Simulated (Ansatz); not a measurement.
Relaxation of F3H6SiW (11 atoms, charge 0, multiplicity 2), to a largest force component of 0.03 eV/Å in at most 50 steps.

Method: UKS PBE/def2-SVP in Ansatz.

```xyz
11
Properties=species:S:1:pos:R:3:forces:R:3
W 0.152 -0.149 -0.487 -0.12 -0.02 0.09
F 0.194 -0.208 2.561 0.07 -0.07 -1.07
F 1.824 0.528 0.055 0.04 0.07 0.02
H -0.241 1.458 -0.112 0.09 -0.03 0.03
H -1.471 0.247 -0.189 -0.01 -0.04 -0.02
F -0.517 -1.812 0.084 -0.01 0.02 0.01
H 0.096 -0.105 -2.199 0.00 0.00 0.05
Si 0.053 -0.054 4.173 -0.09 0.10 0.92
H -0.760 -1.207 4.682 0.01 0.00 -0.01
H 1.432 -0.076 4.760 -0.01 0.00 0.00
H -0.631 1.248 4.473 0.02 -0.03 -0.03
```

**Question.** Where does it end, and by what steps?

**Answer.** It converged. The force dipped under the threshold on the way, but the program's further checks kept it going. After 27 steps the energy has fallen by 0.701 eV; H4 moved furthest, 1.25 Å. Joined: W1–F2 (3.05 → 2.47 Å).

```csv
step,energy less start (eV),largest force component (eV/Å),accepted
0,0.0000,1.072,yes
1,-0.0587,0.869,yes
2,-0.0439,0.701,no
3,-0.0964,0.410,yes
4,-0.1309,0.157,yes
5,-0.1794,0.336,yes
6,-0.2425,0.661,yes
7,-0.3408,0.861,yes
8,-0.4627,0.710,yes
9,-0.5476,0.407,yes
10,-0.6067,0.263,yes
11,-0.6385,0.652,yes
12,-0.6672,0.311,yes
13,-0.6749,0.364,yes
14,-0.6872,0.088,yes
15,-0.6887,0.043,yes
16,-0.6897,0.075,yes
17,-0.6922,0.035,yes
18,-0.6924,0.202,yes
19,-0.6961,0.063,yes
20,-0.6976,0.030,yes
21,-0.6963,0.112,no
22,-0.6992,0.049,yes
23,-0.6999,0.076,yes
24,-0.7001,0.079,yes
25,-0.7007,0.058,yes
26,-0.7003,0.062,no
27,-0.7009,0.018,yes
```

```xyz
11
Properties=species:S:1:pos:R:3
W 0.042 -0.046 0.065
F 0.972 -0.046 2.352
F 1.763 0.673 -0.144
H -0.985 1.084 0.823
H -1.138 0.682 -0.908
F -0.415 -1.751 0.727
H -0.156 -0.520 -1.543
Si 0.159 -0.051 3.823
H -0.917 -1.085 3.734
H 1.189 -0.398 4.852
H -0.385 1.328 4.020
```

Whether the end is a true minimum wasn't checked by a vibrational analysis.

Time of the run: 84 s on 4 threads of Arm Neoverse V1, with other jobs on the host, peak memory 0.22 GiB.
